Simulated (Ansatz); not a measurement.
Potential energy curve for OBe, singlet.

Levels of theory: RKS-B3LYP = restricted B3LYP/cc-pVDZ in Ansatz (an electronic-structure program); RCCSD(T) = CCSD(T) on RHF/cc-pVDZ, frozen core run with Ansatz; RKS-CAM-B3LYP = restricted CAM-B3LYP/cc-pVDZ (Ansatz); RKS-PBE = restricted PBE/cc-pVDZ in Ansatz; UKS-CAM-B3LYP = unrestricted CAM-B3LYP/cc-pVDZ (Ansatz); UKS-B3LYP = unrestricted B3LYP/cc-pVDZ in Ansatz; UKS-PBE = Ansatz with unrestricted PBE/cc-pVDZ; RCCSDT(Q) = CCSDT(Q) on RHF/cc-pVDZ, frozen core in Ansatz; FCI = full CI/cc-pVDZ, frozen core run with Ansatz.

Cost and accuracy over the 9 points of the scan, with FCI as yardstick. Costs are rough ratios of core time within Ansatz on shared cores, each with its mean field (Kohn-Sham runs search longer for lower solutions than correlated ones do); the miss is the largest error against full CI of the curve after the mean shift, in kJ/mol.

```
level          relative cost  largest error
-------------  -------------  -------------
RKS-B3LYP                  1           39.2
RCCSD(T)                   1            3.5
RKS-CAM-B3LYP              1           52.8
RKS-PBE                    2           15.1
UKS-CAM-B3LYP              4           38.3
UKS-B3LYP                  6           30.6
UKS-PBE                    9           12.6
RCCSDT(Q)                 10            4.8
```

Costs within a factor of two of each other count as equal.

The scan ran from 1.17 to 5.46 Å; beyond the distances shown full CI changes its symmetry label. The restricted form behind RKS-B3LYP, RKS-CAM-B3LYP, RKS-PBE keeps the bonding electrons paired and can't separate into open-shell fragments. The T1 diagnostic of CCSD on the restricted reference of RCCSD(T), RCCSDT(Q) exceeds 0.045 at 1.34 to 1.69 Å. The unrestricted determinant behind UKS-CAM-B3LYP is spin-contaminated at 1.57 to 1.69 Å (<S²> up to 1.0, against 0.00 for a pure singlet). The unrestricted determinant behind UKS-B3LYP is spin-contaminated at 1.52 to 1.69 Å (<S²> up to 1.0, against 0.00 for a pure singlet). The unrestricted determinant behind UKS-PBE is spin-contaminated at 1.47 to 1.69 Å (<S²> up to 0.6, against 0.00 for a pure singlet). Also computed but left out beside FCI, since their determinant holds another spin at the minimum (<S²> over 0.7 above the pure value): UHF, UMP2, UCCSD, UCCSD(T), UCCSDT, UCCSDT(Q), UHF/6-31G*.
